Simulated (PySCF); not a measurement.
PySCF 2.14 output of an unrestricted PBE calculation on a single atom or ion in aug-cc-pwCVTZ, with no relativity, point nucleus:

```
SCF conv_tol = 1e-09
number electrons alpha = 14  beta = 10
    J. P. Perdew, K. Burke, and M. Ernzerhof.,  Phys. Rev. Lett. 77, 3865 (1996)
    J. P. Perdew, K. Burke, and M. Ernzerhof.,  Phys. Rev. Lett. 78, 1396 (1997)
    J. P. Perdew, K. Burke, and M. Ernzerhof.,  Phys. Rev. Lett. 77, 3865 (1996)
    J. P. Perdew, K. Burke, and M. Ernzerhof.,  Phys. Rev. Lett. 78, 1396 (1997)
cycle= 1 E= -1043.88624191848  delta_E= 0.167  |g|= 0.636  |ddm|= 1.42
cycle= 2 E= -1043.10053183687  delta_E= 0.786  |g|= 1.95  |ddm|= 2.37
cycle= 3 E= -1043.88898149681  delta_E= -0.788  |g|= 0.703  |ddm|= 2.14
cycle= 4 E= -1044.0792642806  delta_E= -0.19  |g|= 0.0171  |ddm|= 0.601
cycle= 5 E= -1044.0771341003  delta_E= 0.00213  |g|= 0.0811  |ddm|= 0.203
cycle= 6 E= -1044.0790142074  delta_E= -0.00188  |g|= 0.0473  |ddm|= 0.038
cycle= 7 E= -1044.07990613857  delta_E= -0.000892  |g|= 0.00766  |ddm|= 0.0386
cycle= 8 E= -1044.07992808202  delta_E= -2.19e-05  |g|= 0.00119  |ddm|= 0.00955
cycle= 9 E= -1044.07992871321  delta_E= -6.31e-07  |g|= 0.000633  |ddm|= 0.00265
cycle= 10 E= -1044.07992887876  delta_E= -1.66e-07  |g|= 7.38e-05  |ddm|= 0.000825
cycle= 11 E= -1044.07992888087  delta_E= -2.11e-09  |g|= 1.21e-05  |ddm|= 0.000101
cycle= 12 E= -1044.07992888094  delta_E= -6.89e-11  |g|= 1.08e-06  |ddm|= 1.3e-05
converged SCF energy = -1044.07992888094  <S^2> = 6.1544323  2S+1 = 5.061396
```

The run itself started from symmetry-adapted Hartree-Fock orbitals and held the occupation by maximum overlap, on a logarithmic radial grid, so the iterations belong to that start.

Task: Which element, charge and spin multiplicity is this?

Result: Cr (chromium, neutral), multiplicity 5; the state was [Ar] 3d6, high-spin 5D determinant (an excited configuration).

⟨S²⟩ = 6.15 against 6.00 shows spin contamination.
